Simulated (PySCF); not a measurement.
**Question.** What does the GFN2-xTB structure of `N#C[Si]1(C2CC2)SCCS1` look like in three dimensions?

**Answer.** 
```
atom  x, y, z in Å
N1    -1.073    2.322    1.943
C2    -0.665    1.520    1.236
Si3    0.006    0.216    0.070
C4    -1.414   -0.608   -0.822
C5    -2.676    0.180   -1.051
C6    -2.665   -0.918   -0.046
S7     1.441    1.127   -1.250
C8     2.864    0.701   -0.193
C9     2.791   -0.740    0.257
S10    1.287   -1.062    1.242
H11   -1.153   -1.316   -1.600
H12   -3.203    0.027   -1.980
H13   -2.714    1.198   -0.693
H14   -2.696   -0.652    1.000
H15   -3.185   -1.835   -0.274
H16    3.755    0.869   -0.797
H17    2.871    1.382    0.659
H18    2.783   -1.417   -0.597
H19    3.634   -0.984    0.903
```

Orientation and origin are arbitrary. Atoms count from 1 in this order. Of the pairs four or more bonds apart, C2···H13 is among the closest relative to their van der Waals radii: 2.83 Å, 98 % of the sum of Bondi's values. Si3 (four-coordinate silicon) is distorted tetrahedral (angles from 100.9° to 116.7°). The 3-membered ring C4–C5–C6 has internal angles of 59.3° to 60.4°. The C–C distances run from 1.489 Å (C5–C6, drawn single) to 1.510 Å (C8–C9, drawn single), a spread of 0.021 Å.

Bonds between heavy atoms (Å): N1≡C2 1.145, C2–Si3 1.873, Si3–C4 1.869, C4–C5 1.505, C5–C6 1.489, Si3–S7 2.151, S7–C8 1.824, C8–C9 1.510, C9–S10 1.826, Si3–S10 2.156, C4–C6 1.504.

Structure optimised with GFN2-xTB, isolated species.

Point group: C1 (no symmetry element, even within 0.4 Å). No GFN2-xTB frequencies stand behind this structure, so it isn't proved a minimum. One conformer, not necessarily the lowest (C2–Si3–C4–C5 28°, Si3–C4–C5–C6 -108°, C2–Si3–S7–C8 94°, Si3–S7–C8–C9 46°, S7–C8–C9–S10 -61°).

All values are computed, not measured.
